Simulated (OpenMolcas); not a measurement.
Co3+ with 4 ligands (chloride) in square-planar coordination (D4h). A charge of +0.25 e stands 3.2 Å behind each ligand. Ligand basis ANO-RCC-VDZP.

```json
{"Program": "OpenMolcas", "Method": "CASSCF", "Basis": "ANO-RCC-VDZP [5s4p2d1f]", "Scalar Hamiltonian": "DKH2, point nucleus", "Active space": "6 electrons in 5 orbitals (3d)", "State averaging": "2S+1 = 5 even, 5 roots; 2S+1 = 3 even, 45 roots; 2S+1 = 1 even, 50 roots", "Spin-orbit coupling": "RASSI with atomic mean-field integrals over the reference wave functions"}
```

All ligands move together. At R = 2.12 Å the first state of the same spin is 2341 cm-1, and at R = 2.24 Å it is 1831 cm-1.

Task: A third run gives 1492 cm-1. What distance was it run at?

Result: With a power law R^-n the two known points give n = -ln(1831 / 2341) / ln(2.24 / 2.12) = 4.46. Then R = 2.12 × (2341 / 1492)^(1/4.46) = 2.345 Å. The run was at 2.39 Å, so the estimate is off by -0.045 Å.

Without dynamic correlation the repulsion within the d shell is too large (B by tens of per cent), so at a given field states of lower spin stand too high. This shell can be high or low spin here, a state of another spin lies low, and with metal d orbitals alone active their balance is uncertain, so the ground spin may be wrong. Ligand-to-metal charge-transfer states are missing. With no ligand orbital active B as a rule stays too high, so bands that hang on it stand too high and its fall with covalency is understated. With metal d orbitals alone and no dynamic correlation the field as a rule comes out too small, by tens of per cent, by up to half for chloride and softer ligands, and the orbital part of g and χT, which goes as 1/10Dq, too large. The least metal-like active orbital is 73 % on the metal (Löwdin) and no ligand orbital is active, so the numbers are rough (holds for R = 2.12). The least metal-like active orbital is 75 % on the metal (Löwdin) and no ligand orbital is active, so the numbers are rough (holds for R = 2.24). The least metal-like active orbital is 77 % on the metal (Löwdin) and no ligand orbital is active, so the numbers are rough (holds for R = 2.39). No measured value stands beside these numbers; the geometry is a model, was not optimised and need not be the one that this ion takes.
